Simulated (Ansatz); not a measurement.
# SeO, triplet: CASSCF and its corrections

Computed with Ansatz's Gaussian-basis code (development build). Basis cc-pVTZ, nonrelativistic, 10 orbitals frozen in the corrections. State-specific CASSCF; RHF is the lowest restricted (open-shell) Hartree–Fock solution met. Letters tell apart solutions met in one space. No symmetry is imposed, so a solution can break that of the shape. The lowest solution met needn't be the lowest there is, nor hold the orbitals that a chemist would pick.

Geometry: bond length 1.6480 Å.

CASSCF less RHF, in eV, and natural occupations:

```
    CAS  CASSCF             occupations
(4,4) a  -0.576  1.97, 1.00, 1.00, 0.03
(4,4) b  -0.573  1.98, 1.00, 1.00, 0.02
```

**Question.** What totals less RHF do the corrections give on each solution?

**Answer.** 

| CAS | SC-NEVPT2 |
| --- | --- |
| (4,4) a | -12.311 |
| (4,4) b | -12.243 |

**Question.** In CAS(4,4), is the solution lowest in CASSCF also lowest after SC-NEVPT2?

**Answer.** Yes: (4,4) a stays lowest, 0.07 eV under the next.

**Question.** How do single-reference totals in the same basis and frozen core stand against SC-NEVPT2 in CAS(4,4) a?

**Answer.** CCSD(T) -0.580 eV, CCSDT -0.569 eV. Coupled cluster stands on the determinant that it favours, which can lie over the RHF solution above, and is in doubt where the occupations are far from 0, 1 and 2.

**Question.** Roughly how much CPU time does a whole run from the default start take (median of such runs, summed over threads; nearly all runs on one pinned thread of a shared server, mostly Xeon at 2.3 to 2.6 GHz, by a development driver)?

**Answer.** CAS(4,4) a: about 5.8 s; CAS(4,4) b: about 17 s. Other jobs ran beside these, and the count of passes differs.
